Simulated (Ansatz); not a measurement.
Species: sum formula BHBr, net charge 0, doublet state. It need not be the lowest isomer of its formula. 
Structure (B3LYP-D3(BJ)/def2-TZVP (Ansatz, a quantum-chemistry and plane-wave program) minimum search):
SMILES: [BH]Br
```xyz
3

B     -1.5767     0.0856    -0.1614
Br     0.2914     0.0081     0.0139
H     -2.3159    -0.7100     0.3208
```
Charge 0, spin multiplicity 2.

Basis-set convergence of Hartree-Fock and CCSD(T) correlation energies (hartree) with Ansatz. Valence correlation only, unless marked. UHF or UKS for open shells. No spin-orbit coupling. Frozen are the shells of the preceding noble gas and the d and f shells that filled before the atom's block. Non-relativistic.

```json
[
 {"basis": "def2-SVP", "functions": "51", "E(HF)": "-2597.30606", "E(corr, CCSD(T))": "-0.21055"},
 {"basis": "def2-TZVPP", "functions": "93", "E(HF)": "-2597.64937", "E(corr, CCSD(T))": "-0.27266"},
 {"basis": "def2-QZVPP", "functions": "176", "E(HF)": "-2597.69975", "E(corr, CCSD(T))": "-0.29478"}
]
```

Extrapolating the two largest sets (X = 3 and 4) as X^-3: E(corr) = (64·(-0.29478) - 27·(-0.27266))/37 = -0.3109 Eh, an estimate of the basis-set limit. The largest set recovers 94.8 % of it, the smallest 67.7 %.
